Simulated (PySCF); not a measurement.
Electron correlation in C+ (carbon, charge +1)

[He] 2s2 2p1, 2P determinant. Calculation: PySCF 2.14, in jorge-DZP-DKH (4s2p1d, 15 functions); scalar relativity by spin-free X2C-1e. Frozen: 1s2; 3 electrons correlated.

MP2 pair energies summed by pair of shells (mhartree):

| pair | energy | share (%) |
| --- | --- | --- |
| 2s-2s | -26.35 | 62.4 |
| 2s-2p | -15.88 | 37.6 |

Total MP2 correlation energy: -42.23 mhartree.

Same-spin part -2.38 and opposite-spin part -39.84 mhartree; SCS-MP2 scales them by 1/3 and 6/5 to -48.61 mhartree.

```json
{"level": "CCSD", "correlation energy (mhartree)": "-67.69"}
{"level": "(T)", "correlation energy (mhartree)": "-0.63"}
{"level": "CCSD(T)", "correlation energy (mhartree)": "-68.32"}
```

Diagnostics: T1 = 0.0085, D1 = 0.0153, largest double amplitude 0.135.

Task: Is a single reference adequate?

Result: Mostly. T1 lies below 0.03, but a double amplitude of this size points to a near-degeneracy that CCSD handles and MP2 describes poorly.
